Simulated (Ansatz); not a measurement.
C4H9FOSi (`CC(C)(C)O[Si]F`). The species carries charge 0 and has multiplicity 1.

```xyz
16

C    -0.340    1.670    0.107
C     0.043    0.205    0.009
C    -0.529   -0.421   -1.253
C    -0.401   -0.556    1.248
O     1.480    0.175   -0.067
Si    2.691   -0.896   -0.186
F     1.939   -2.337   -0.225
H     0.014    2.215   -0.769
H    -1.425    1.778    0.169
H     0.105    2.120    0.996
H    -1.620   -0.357   -1.244
H    -0.247   -1.472   -1.328
H    -0.163    0.106   -2.137
H     0.057   -0.124    2.141
H    -0.118   -1.607    1.180
H    -1.486   -0.497    1.358
```

Task: List the harmonic frequencies (cm⁻¹, unscaled) at PBE0-D4/def2-TZVP in Ansatz. (Estimate.)

Result: The calculation gave: 58, 120, 133, 220, 268, 279, 283, 346, 365, 384, 472, 504, 657, 798, 838, 929, 931, 961, 1049, 1054, 1083, 1213, 1276, 1281, 1392, 1394, 1418, 1463, 1477, 1479, 1493, 1493, 1512, 3054, 3054, 3060, 3131, 3132, 3140, 3140, 3144, 3147.

Task: Is this a minimum?

Result: Yes, all 42 modes are real.

Task: Give the ideal-gas thermochemistry at 298.15 K and 1 bar (rigid rotor, harmonic oscillator; point group Cs, symmetry number 1).

Result: Zero-point energy 338.7 kJ/mol; H(298) − E = 364.8 kJ/mol; entropy 384.5 J/(mol·K), of which translation 168.6, rotation 117.9, vibration 98.0; G(298) − E = 250.2 kJ/mol. Modes under 100 cm⁻¹ are hindered rotations or soft bends, so the harmonic entropy is rough.

Task: And at 400, 500, 600, 800 and 1000 K?

Result: 
| T (K) | H − E (kJ/mol) | S (J/mol/K) | G − E (kJ/mol) |
| --- | --- | --- | --- |
| 400 | 380.8 | 430.4 | 208.6 |
| 500 | 399.5 | 471.9 | 163.5 |
| 600 | 420.7 | 510.5 | 114.4 |
| 800 | 469.1 | 579.9 | 5.1 |
| 1000 | 523.6 | 640.7 | -117.0 |
